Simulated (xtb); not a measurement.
xtb input (GFN1-xTB):

```bash
xtb mol.xyz --gfn 1 --opt tight --chrg 0 --uhf 0
```
mol.xyz:
```
13

C     -2.15143778     1.40227088     0.48785555
C     -1.40577889     0.30666472     0.61460469
C     -1.96986206    -1.07597376     0.47270184
C      0.05285081     0.40735692     0.92146963
Se     1.24200904    -0.15555830    -0.58147423
H     -3.21135058     1.34396538     0.27519798
H     -1.72566421     2.39283757     0.58993748
H     -1.50442578    -1.59700319    -0.36758867
H     -1.77055379    -1.67120174     1.36910179
H     -3.04593594    -1.05248698     0.30717214
H      0.34997688     1.43393990     1.12218928
H      0.33764842    -0.20869171     1.77283555
H      1.18736485    -1.59428952    -0.27851170
```

End of the output:

```
   0.0569  -0.2716   0.1406  total (Debye):    0.791

           -------------------------------------------------
          |                Geometry Summary                 |
           -------------------------------------------------

      molecular mass/u    :      135.0658582
   center of mass at/Å    :        0.2057368       0.1118679      -0.0086217
  moments of inertia/u·Å² :        0.7747323E+02   0.3220908E+03   0.3552962E+03
rotational constants/cm⁻¹ :        0.2175930E+00   0.5233814E-01   0.4744670E-01

 * 9 selected distances

     #   Z          #   Z                                           value/Å
     1   6 C        2   6 C                                       1.3282219
     1   6 C        6   1 H                                       1.0817367 (min)
     1   6 C        7   1 H                                       1.0821139
Note: The following floating-point exceptions are signalling: IEEE_DENORMAL
normal termination of xtb
     3   6 C        8   1 H                                       1.0922065
     3   6 C        9   1 H                                       1.0925280
     3   6 C       10   1 H                                       1.0903543
     4   6 C       11   1 H                                       1.0883874
     4   6 C       12   1 H                                       1.0889480
     5  34 Se      13   1 H                                       1.4505557 (max)

 * 3 distinct bonds (by element types)

   Z      Z             #   av. dist./Å        max./Å        min./Å
   1 H    6 C           7     1.0880393     1.0925280     1.0817367
   6 C    6 C           1     1.3282219     1.3282219     1.3282219
   1 H   34 Se          1     1.4505557     1.4505557     1.4505557

optimized geometry written to: xtbopt.xyz

           -------------------------------------------------
          | TOTAL ENERGY              -16.091246864475 Eh   |
          | GRADIENT NORM               0.000557729448 Eh/α |
          | HOMO-LUMO GAP               3.862821164033 eV   |
           -------------------------------------------------

------------------------------------------------------------------------
------------------------------------------------------------------------
 total:
 SCF:
 ANC optimizer:
```
